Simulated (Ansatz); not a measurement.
Geometry optimisation, RKS B3LYP-D4/def2-SVP in Ansatz 0.2.0.

The input (input.yaml):

```yaml
crystal:
  periodic: [false, false, false]
  atoms:
    - { symbol: Zn, position_ang: [0.0, 0.0, 0.0] }
    - { symbol: Cl, position_ang: [0.0, 0.0, 2.59] }
    - { symbol: Cl, position_ang: [0.0, 0.0, -2.24] }
    - { symbol: F, position_ang: [-1.898, 0.0, 0.6306] }
    - { symbol: H, position_ang: [-1.4168, 0.0, 1.7691] }
basis:
  gaussian: { orbitals: def2-SVP }
hamiltonian:
  xc: b3lyp
  dispersion: d4
relax:
  f_tol: 0.15
  max_steps: 25
  restrain:
    - { distance: [0, 3], at: 1.7, k: 30.0 }
    - { distance: [4, 1], at: 1.37, k: 30.0 }
    - { distance: [0, 1], at: 3.44, k: 30.0 }
    - { distance: [4, 3], at: 2.12, k: 30.0 }
```

Command:

```bash
$ ansatz run input.yaml --threads 2 --pin off --max-ram 3072MiB --backend cpu --events-out ev --progress --plain --runs-dir out
```

Problem. Where does it end, and by what steps?

Solution. It converged. The restraints hold the end off the free minimum; the threshold counts their pulls, which the force column leaves out. Restrained pairs: Zn1–F4 (2.00 → 1.73 Å), Cl2–H5 (1.64 → 1.34 Å), Zn1–Cl2 (2.59 → 3.44 Å), F4–H5 (1.24 → 2.11 Å). After 7 steps the energy has fallen by 0.214 eV (the restraints' own energy left out); Zn1 moved furthest, 1.00 Å.

```csv
step,energy less start (eV),largest force component (eV/Å),accepted
0,0.0000,1.800,yes
1,0.4510,1.917,yes
2,0.5505,2.242,yes
3,0.3391,1.545,yes
4,0.0065,1.074,yes
5,-0.1547,1.044,yes
6,-0.1841,1.152,yes
7,-0.2138,1.024,yes
```

```xyz
5
Properties=species:S:1:pos:R:3
Zn -0.792 0.000 -0.606
Cl 0.146 0.001 2.701
Cl 0.606 0.000 -2.176
F -2.134 0.000 0.483
H -1.142 -0.001 2.347
```

Time of the run: 21 s on 2 threads of Arm Neoverse V1, with other jobs on the host, peak memory 0.19 GiB.
